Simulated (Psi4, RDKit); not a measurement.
Relaxed torsion scan: SMILES s1c(O)ccc1OC (C₅H₆O₂S). Scanned: dihedral C1–O2–C3–S8; all other coordinates were relaxed at GFN2-xTB. Points at φ and −φ are mirror images. Heavy atoms are numbered in the order of the SMILES COc1ccc(O)s1, hydrogens after them in the order of the atoms that carry them; the mirror image has the same energies with the sign of each dihedral reversed.

- MMFF94 // GFN2-xTB (RDKit)
- PBE-D3(BJ)/def2-SVP // GFN2-xTB (Psi4)

Energies relative to the lowest point of each profile, in kJ/mol:

```
φ / °  MMFF94
-----  ------
-140      5.4
-100     13.6
-60      13.9
-40      12.0
20       10.2
40       12.0
80       14.5
100      13.6
120      10.3
140       5.4
160       1.6
180       0.0
```

### Question
What does PBE-D3(BJ)/def2-SVP give at the same points?

### Answer
-140: 5.1; -100: 4.7; -60: 2.7; -40: 2.9; 20: 3.2; 40: 2.9; 80: 3.1; 100: 4.7; 120: 6.5; 140: 5.1; 160: 1.6; 180: 0.0 (kJ/mol).
